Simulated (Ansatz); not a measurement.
Relaxation of FH3O3Zr (8 atoms, charge 0, multiplicity 1), to a largest force component of 0.02 eV/Å in at most 40 steps.

All numbers below come from RKS PBE/def2-SVP in Ansatz 0.2.0.

```xyz
8
Properties=species:S:1:pos:R:3
Zr 0.000 0.000 0.000
O 0.000 0.000 2.070
H -0.909 -0.281 2.407
F 1.867 0.000 -0.659
O -0.975 1.689 -0.689
H -1.933 1.458 -0.912
O -0.975 -1.689 -0.689
H -1.430 -2.155 0.083
```

Q: Where does it end, and by what steps?

A: It converged. After 9 steps the energy has fallen by 0.896 eV; H3 moved furthest, 0.90 Å.

```
step  energy less start (eV)  largest force component (eV/Å)  accepted
   0                  0.0000                           2.180       yes
   1                 -0.4425                           2.674       yes
   2                 -0.5669                           2.205       yes
   3                 -0.7666                           0.587       yes
   4                 -0.8383                           0.245       yes
   5                 -0.8775                           0.165       yes
   6                 -0.8851                           0.477       yes
   7                 -0.8954                           0.049       yes
   8                 -0.8961                           0.025       yes
   9                 -0.8962                           0.004       yes
```

```xyz
8
Properties=species:S:1:pos:R:3
Zr -0.188 -0.100 0.086
O -0.220 0.079 2.009
H -0.362 0.165 2.960
F 1.649 0.016 -0.509
O -1.190 1.329 -0.742
H -1.793 1.993 -1.100
O -0.896 -1.817 -0.445
H -1.354 -2.642 -0.648
```

Whether the end is a true minimum wasn't checked by a vibrational analysis.

Run time: 9.1 s on 2 threads of AMD EPYC 9R45 96-Core Processor (Zen 5), with other jobs on the host, peak memory 0.16 GiB.
